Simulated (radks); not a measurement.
The mean radii <r> (bohr) of the occupied orbitals of an atom or ion are listed with their occupations. Method: scalar-relativistic Kohn-Sham, PBEsol, spin-polarised, spherical densities, point nucleus; computed with a radial shooting solver on a logarithmic mesh with Libxc functionals.

| orbital | occ. | <r> |
|---|---|---|
| 1s down | 1 | 0.05849 |
| 1s up | 1 | 0.05849 |
| 2s up | 1 | 0.2674 |
| 2s down | 1 | 0.2669 |
| 2p up | 3 | 0.2359 |
| 2p down | 3 | 0.2354 |
| 3s up | 1 | 0.8114 |
| 3s down | 1 | 0.8140 |
| 3p up | 3 | 0.8573 |
| 3p down | 3 | 0.8620 |
| 3d up | 5 | 1.069 |
| 3d down | 1 | 1.120 |
| 4d up | 1 | 5.491 |

Name the element and its charge. Open shells, if any, are filled with parallel spins first.

Answer. Z = 26, iron, charge +1: Fe+ in [Ar] 3d6 4d1. The 1s radius gives Z: for a bare nucleus <r> = (2 gamma + 1)/(2Z) with gamma = sqrt(1 - (Z/c)^2), 0.05699 bohr for Z = 26, and screening makes it slightly larger (0.05849 here). The occupations add up to 25, and the charge is Z minus that.
